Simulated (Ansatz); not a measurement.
Species: YCl, charge 0, multiplicity 1. 
Coordinates optimised at B3LYP-D3(BJ)/def2-TZVP (Ansatz, an electronic-structure program):
```
Y
Cl 1 2.3998
```

Dipole moments at this geometry, in debye (magnitudes).

| level | program | dipole (D) |
|---|---|---|
| BHLYP/def2-TZVPD | Ansatz | 2.86 |
| r2SCANh/def2-TZVPD | Ansatz | 2.60 |
| r2SCAN0/def2-TZVPD | Ansatz | … |
| LC-wPBE/def2-TZVPD | Ansatz | 2.73 |
| wB97X-V/def2-TZVPD | Ansatz | 2.78 |
| CCSD(T)/def2-SVPD | Ansatz | … |

Problem. Fill in the missing entries.

Solution. 
- r2SCAN0/def2-TZVPD, dipole (D): 2.71
- CCSD(T)/def2-SVPD, dipole (D): 2.22
